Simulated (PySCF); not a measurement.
A structure optimised at B3LYP-D3(BJ)/def2-SVP, used in a PySCF frequency run:

```
Sn
C 1 2.1466
H 2 1.0977 1 107.94
H 2 1.0977 3 110.95 1 -118.09
H 2 1.0977 3 110.95 4 -123.83
Cl 1 2.3536 2 111.75 3 119.06
Cl 1 2.3536 2 111.75 3 -0.94
Cl 1 2.3536 2 111.75 3 -120.94
```
Charge 0, spin multiplicity 1.

### Question
Write its SMILES, formula and point group.

### Answer
[CH3][Sn]([Cl])([Cl])[Cl], CH3Cl3Sn, C3

### Question
What are its rotational constants (standard atomic weights)?

### Answer
1.2763, 1.2763, 0.98797 GHz
